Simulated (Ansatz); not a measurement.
Isolated molecules relaxed with PBE0-D4/def2-TZVP in Ansatz; ΔE leaves out vibrations. CBS: MP2 limit from def2 TZ/QZ plus the TZ coupled-cluster correction, frozen cores. This one scheme is used for every species. One conformer a species, not always the lowest.

Consider the silylene formation by 1,1-elimination: `C[SiH](O)CS` → `OCS` + `C[SiH]`.

```
          level  ΔE (kJ/mol)
 MP2/def2-TZVPP        445.2
CCSD/def2-TZVPP        413.9
```

Task: What does CCSD(T)/CBS give? (An estimate is asked.)

Result: Ansatz gave: +426.8 kJ/mol. The listed levels differ from it by 18.4, -12.9 kJ/mol.

Largest T1 diagnostic among the species: 0.012.

From PBE to PBE0 (25 % exact exchange), in def2-TZVPP and without D4, ΔE moves by +16.7 kJ/mol. The D4 term adds +20.5 kJ/mol with B3LYP and +11.4 kJ/mol with PBE0; it sums over pairs of atoms, weighted by their polarisabilities, and B3LYP, whose exchange is more repulsive, gets the larger term.

B3LYP here is the variant with VWN-RPA as its local correlation; programs differ in this.
